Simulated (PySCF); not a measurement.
Below is a simulated gas-phase Si 2p photoelectron spectrum of trans-Si(H2O)2F4, `O->[Si](<-O)(F)(F)(F)F`.

Every computed line was given a Gaussian of 0.4 eV full width at half maximum and an area set by the number of equivalent atoms (split 2:1 within a doublet); the highest printed point is 100. Method: PySCF 2.14.0, delta-SCF UKS SCAN, pcX-2 on the ionised atom, pcseg-1 elsewhere, spin-free X2C.

| binding energy (eV) | intensity |
| --- | --- |
| 109.3 | 1 |
| 109.4 | 3 |
| 109.5 | 12 |
| 109.6 | 34 |
| 109.7 | 69 |
| 109.8 | 98 |
| 109.9 | 100 |
| 110.0 | 72 |
| 110.1 | 40 |
| 110.2 | 25 |
| 110.3 | 31 |
| 110.4 | 46 |
| 110.5 | 52 |
| 110.6 | 42 |
| 110.7 | 24 |
| 110.8 | 10 |
| 110.9 | 3 |
| 111.0 | 1 |

**Question.** How many maxima does the curve show, and how many computed lines lie under it?

**Answer.** The curve has 2 maxima (at 109.9 and 110.5 eV). Under it lie 2 lines from 1 inequivalent silicon site, drawn as a 2p3/2, 2p1/2 pair.

**Question.** Decompose the envelope and assign each component. Bonds: Si1–O2, Si1–O5, Si1–F8, Si1–F9, Si1–F10, Si1–F11. Hydrogens: H3, H4 on O2; H6, H7 on O5.

**Answer.** 
```tsv
position (eV)	relative area	line	atoms	environment
109.85	0.67	Si 2p3/2	Si1	silicon bonded to 4 F and 2 O
110.49	0.33	Si 2p1/2	Si1	silicon bonded to 4 F and 2 O
```

**Question.** What are the centre and the root-mean-square width of the whole band?

**Answer.** The area-weighted mean of the lines is 110.07 eV. Their own spread about it is 0.30 eV (rms) and each Gaussian has σ = 0.4/2.355 = 0.17 eV; the variances add, which gives 0.34 eV.

No satellites, vibrations or lifetime broadening are included. The 2p values aren't plain energy differences: one relaxed spin-free 2p hole is combined with a matrix within the shell (ground-state 2p orbital-energy differences and spin–orbit coupling). 2p3/2, the mean of its two sublevels, lies a third of the splitting below the shell's mean and 2p1/2 two thirds above it; the statistical areas are 2:1. 2p1/2 minus 2p3/2 (ligand field included): Si 0.64 eV. Geometry: PBE0-D3(BJ)/def2-SVP; no solvent, vibrations or thermal averaging.
